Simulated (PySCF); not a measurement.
**How methods differ on the ionisation energy of Pd⁴²⁺**

Pd⁴²⁺ [He] 2s2 → Pd⁴³⁺ [He] 2s1 [2s1/2^1, M_J = 1/2], as a difference of total energies. Computed with PySCF 2.14 in an uncontracted even-tempered set (17 s from 21 bohr⁻², ratio 2.4; 12 p from 27 bohr⁻², ratio 2.4; 5 d from 87 bohr⁻², ratio 2.6; 4 f from 130 bohr⁻², ratio 2.6), with the two-component X2C-1e Hamiltonian. Correlated levels: nothing frozen; the 32 highest virtual spinors dropped. "Screened" scales the spin-orbit matrix elements by Boettger's factors to mimic the two-electron term; Breit and QED terms are absent.

| method | ionisation energy (eV) |
| --- | --- |
| GMP2 (spin-free) | 6763.0 |
| GHF (screened spin-orbit) | 6757.2 |
| GMP2 (screened spin-orbit) | 6763.3 |

Question: How much does correlation contribute at GMP2 (screened spin-orbit)?

Answer: 6763.3 − (6757.2) = 6.1 eV, measured against GHF (screened spin-orbit).

For this ion Breit and QED terms and the two-electron picture change, all absent here, outweigh the correlation shift from GHF to GMP2.

For comparison: 6759 ± 6 eV (semi-empirical (NIST evaluation); NIST Atomic Spectra Database, ionization energies).
